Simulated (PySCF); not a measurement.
SiH2ClBr, SMILES Cl[SiH2]Br.

Geometry optimised at PBE-D3(BJ)/def2-TZVP.

Level of theory: CAM-B3LYP/def2-TZVPD in PySCF.

Symmetry labels are those of the subgroup Cs that the program uses (full group Cs).

Computed valence orbital energies around the gap with their symmetry:
| orbital | symmetry | energy (eV) |
|---|---|---|
| HOMO−7 | A' | -17.06 |
| HOMO−6 | A' | -12.98 |
| HOMO−5 | A" | -12.96 |
| HOMO−4 | A' | -12.54 |
| HOMO−3 | A' | -10.94 |
| HOMO−2 | A" | -10.89 |
| HOMO−1 | A' | -10.19 |
| HOMO | A" | -10.05 |
| LUMO | A' | 0.22 |
| LUMO+1 | A' | 0.53 |
| LUMO+2 | A' | 0.66 |
| LUMO+3 | A" | 1.29 |
